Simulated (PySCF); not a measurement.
Computed structure and properties of [TmF3(H2O)]−

System: [TmF3(H2O)]− (singlet in the valence; each metal's 4f electrons, 13 of them, lie in its core potential, out of spins and levels); start: displaced along the imaginary mode (C1). Method: PySCF 2.14.0, RKS PBE0, Tm lcecp-0-SVP with ECP59, F def2-SVP, O def2-SVP, H def2-SVP; non-relativistic Hamiltonian with scalar-relativistic core potentials where named; density fitting; no spin-orbit coupling.

Input of the relaxation:

```python
mol = gto.M(atom='''
Tm     0.14696    -0.06592     0.06601
F      1.18328     1.19113     1.47835
F     -2.03847    -0.39583     0.37780
F      1.18338    -1.47959    -1.18873
O     -1.68748     1.37293    -1.38140
H     -1.98460     1.72032    -0.49444
H     -2.05352     0.43972    -1.22813''',
    basis={'Tm': 'lcecp-0-SVP', 'F': 'def2-SVP', 'O': 'def2-SVP', 'H': 'def2-SVP'},
    ecp={'Tm': 'lcecp-0-SVP'},
    charge=-1, spin=0)
mf = dft.RKS(mol, xc='PBE0')
mf.grids.atom_grid = (50, 194)  # f atoms: unpruned, at least (60, 302)
mf = mf.density_fit()  # fitting sets: Tm AutoAux, F def2-universal-JKFIT, O def2-universal-JKFIT, H def2-universal-JKFIT
mf.conv_tol = 1e-08; mf.max_cycle = 55
mf.kernel(dm0)  # dm0: converged density of the start geometry
# quasi-Newton relaxation in Cartesian coordinates to a largest gradient under 0.00045 Eh/bohr, steps kept in the point group
```

Run from Python with OMP_NUM_THREADS=2; the lines above give its settings. Where DIIS fails, smearing, a level shift and second-order steps follow.
It took 2.2 min on 2 threads of Arm Neoverse V1, on a shared host, from the converged density of the start.

Course of the relaxation:

```json
{"step": "0", "energy above end (eV)": "0.3374", "largest force component within the symmetry (eV/Å)": "1.271"}
{"step": "1", "energy above end (eV)": "0.2505", "largest force component within the symmetry (eV/Å)": "0.297"}
{"step": "2", "energy above end (eV)": "0.1863", "largest force component within the symmetry (eV/Å)": "1.171"}
{"step": "3", "energy above end (eV)": "0.1156", "largest force component within the symmetry (eV/Å)": "0.912"}
{"step": "4", "energy above end (eV)": "0.1108", "largest force component within the symmetry (eV/Å)": "1.740"}
{"step": "5", "energy above end (eV)": "0.0558", "largest force component within the symmetry (eV/Å)": "0.513"}
{"step": "6", "energy above end (eV)": "0.0432", "largest force component within the symmetry (eV/Å)": "0.223"}
{"step": "7", "energy above end (eV)": "0.0280", "largest force component within the symmetry (eV/Å)": "0.173"}
{"step": "18", "energy above end (eV)": "0.0012", "largest force component within the symmetry (eV/Å)": "0.065"}
{"step": "19", "energy above end (eV)": "0.0007", "largest force component within the symmetry (eV/Å)": "0.083"}
{"step": "20", "energy above end (eV)": "0.0004", "largest force component within the symmetry (eV/Å)": "0.126"}
{"step": "21", "energy above end (eV)": "0.0002", "largest force component within the symmetry (eV/Å)": "0.031"}
{"step": "22", "energy above end (eV)": "0.0001", "largest force component within the symmetry (eV/Å)": "0.011"}
{"step": "23", "energy above end (eV)": "0.0000", "largest force component within the symmetry (eV/Å)": "0.007"}
```
(The steps between are left out.)

Relaxed geometry (C1):

```xyz
7

Tm    0.1013   -0.2244   -0.1585
F     0.7723    1.3214    1.1813
F    -2.1105   -0.6669    0.1362
F     1.4866   -1.6031   -1.0772
O    -1.7171    1.3326   -1.2089
H    -1.6553    2.0571   -0.5759
H    -2.1278    0.5661   -0.6676
```

```tsv
contact	Å
Tm1–F2 (F)	2.153
Tm1–F3 (F)	2.275
Tm1–F4 (F)	2.160
Tm1–H7 (H2O)	2.419
```

Short contacts between ligands at the end: H7···F3 1.47 Å.

On the finer grid (75, 302):

* HOMO: not given (4f levels lie in the core)
* LUMO: not given (4f levels lie in the core)
* Dipole about the centre of mass: 1.17 D
* Set of Mulliken populations of Tm1 outside the core potential: s 2.19, p 6.28, d 0.80, f 0.03
* D3(BJ) dispersion energy (not in the energies): -0.083 eV

| atom | Mulliken (e) | Löwdin (e) | spin (e) |
| --- | --- | --- | --- |
| Tm1 | 0.71 | 0.42 | 0.00 |
| F2 | -0.59 | -0.49 | 0.00 |
| F3 | -0.57 | -0.45 | 0.00 |
| F4 | -0.59 | -0.49 | 0.00 |
| O5 | -0.38 | -0.13 | 0.00 |
| H6 | 0.18 | 0.08 | 0.00 |
| H7 | 0.23 | 0.05 | 0.00 |

The 4f levels lie in the core potential and are missing. Their spin isn't counted.

On the grid (50, 194), as all that follows. Harmonic modes: a minimum within the noise of the softest modes; lowest 30 cm⁻¹ (negative: unstable), highest 3898 cm⁻¹, zero-point energy 0.786 eV.

Taking off one F (charge -1, singlet; the rest: singlet) in vacuum, both parts rigid, costs 5.46 eV; the small basis without counterpoise inflates it.

Rigid scan of F along the line from its metal:

(distance to F2 (Å), energy (eV)): (1.85, 0.873), (1.95, 0.327), (2.05, 0.069), (2.15, 0.000), (2.25, 0.051), (2.35, 0.176), (2.55, 0.539), (2.85, 1.153), (3.25, 1.908), (3.75, 2.671)

Taking off one H2O (charge 0, singlet; the rest: singlet) in vacuum, both parts rigid, costs 1.42 eV; the small basis without counterpoise inflates it.

Rigid scan of H2O along the line from its metal:

```csv
distance to O5 (Å),energy (eV)
2.31,0.304
2.41,0.118
2.51,0.026
2.61,0.000
2.71,0.020
2.81,0.070
3.01,0.219
3.31,0.474
3.71,0.770
4.21,1.023
```

One start shape was tried, so this needn't be the lowest isomer.

An lcecp potential fixes the number of 4f electrons, so in runs with it no electron can move into or out of that shell.
